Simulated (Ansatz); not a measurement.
Molecule: P2H, net charge 1, singlet state. It need not be the lowest isomer of its formula. 
Geometry from a B3LYP-D3(BJ)/def2-TZVP (Ansatz, a quantum-chemistry and plane-wave program) optimisation:
```xyz
3

P      0.0000     0.0000    -1.0117
P      0.0000     0.0000     0.8600
H      0.0000     0.0000     2.2752
```
Charge +1, spin multiplicity 1.

Basis-set convergence of Hartree-Fock and CCSD(T) correlation energies (hartree) with Ansatz. Cores are frozen in the correlated levels unless marked. Spin-orbit coupling is left out. No relativistic terms.

The Hartree-Fock reference is unstable (checked in the largest basis), which strains HF and MP2. 

```tsv
basis	functions	E(HF)	E(corr, CCSD(T))	rough core time
aug-cc-pV(D+d)Z	73	-681.70720	-0.27842	under 20 s
aug-cc-pV(T+d)Z	133	-681.72893	-0.32588	under 20 s
aug-cc-pV(Q+d)Z	224	-681.73436	-0.34023	30 s
```

Extrapolating the two largest sets (X = 3 and 4) as X^-3: E(corr) = (64·(-0.34023) - 27·(-0.32588))/37 = -0.3507 Eh, an estimate of the basis-set limit. The largest set recovers 97.0 % of it, the smallest 79.4 %.
